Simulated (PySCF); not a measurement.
Species: BF₂H₃SeSi.
Numbering: `[F:1][B:2]([F:3])[SiH2:4][SeH:5]` (hydrogens: H6, H7 on Si4; H8 on Se5)

Method: PySCF 2.14.0, PBE0-D3(BJ)/def2-SVP geometry optimisation, gas phase.

(1) What internal coordinates does the optimisation give?

## Answers

(1) 
```tsv
bond	length (Å)	order
F1–B2, B2–F3	1.318	single
B2–Si4	2.032	single
Si4–Se5	2.287	single
Si4–H6, Si4–H7	1.495	single
Se5–H8	1.473	single
```

Bonds in one row agree within 0.01 Å and their mean is given. Orders are formal, as drawn. A selection of angles:
```tsv
angle	degrees
F1–B2–F3	116.6
F1–B2–Si4	122.1
B2–Si4–Se5	108.6
B2–Si4–H6	109.3
B2–Si4–H7	111.1
Se5–Si4–H6	112.8
Se5–Si4–H7	107.3
H6–Si4–H7	107.8
Si4–Se5–H8	92.0
```

Torsions: F1–B2–Si4–Se5 164° (antiperiplanar); H8–Se5–Si4–B2 33° (synclinal). The mirror-image conformer, all signs reversed, is as good.

Of the pairs four or more bonds apart, F3···H8 is among the closest relative to their van der Waals radii: 2.79 Å, 105 % of the sum of Bondi's values. Si4 (SiH2 silicon) is tetrahedral (angles from 107.3° to 112.8°). B2 (three-coordinate boron) is planar (angles 122.1°, 121.3° and 116.6°, sum 360.0°, 0.01 Å off the plane of its three neighbours).

Point group: C1 (no symmetry element, even within 0.4 Å). PBE0-D3(BJ)/def2-SVP frequencies: not computed here. One conformer, not necessarily the lowest (F1–B2–Si4–Se5 164°, B2–Si4–Se5–H 33°).
